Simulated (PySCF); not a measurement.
F₃H₃HfO₂, SMILES [F][Hf](<-[OH2])([OH])([F])[F], multiplicity 1. The structure is a stationary point at PBE-D3(BJ)/def2-SVP. The spin state was assumed, not searched. The structure was generated by enumeration; whether it is a known compound was not checked. The def2 effective core potentials stand for the cores of Hf; spin–orbit coupling is left out. Other conformers were not sampled.

Computed equilibrium geometry at PBE-D3(BJ)/def2-SVP (PySCF confirms it by a frequency run) as bond lengths and angles, and its point group (one conformer of several):
point group Cs.
Atoms: Hf1 F2 F3 F4 O5 H6 O7 H8 H9. Bonds (Å): Hf1–F2 1.951, Hf1–F3 1.931, Hf1–F4 1.951, Hf1–O5 1.925, Hf1–O7 2.391, O5–H6 0.964, O7–H8 0.978, O7–H9 0.978. Bond angles (°): F2–Hf1–F3 115.1, F2–Hf1–F4 117.6, F2–Hf1–O5 101.0, F2–Hf1–O7 74.7, F3–Hf1–F4 115.1, F3–Hf1–O5 103.3, F3–Hf1–O7 85.6, F4–Hf1–O5 101.0, F4–Hf1–O7 74.7, O5–Hf1–O7 171.1, Hf1–O5–H6 175.4, Hf1–O7–H8 109.2, Hf1–O7–H9 109.2, H8–O7–H9 106.3.
Charge 0, spin multiplicity 1.
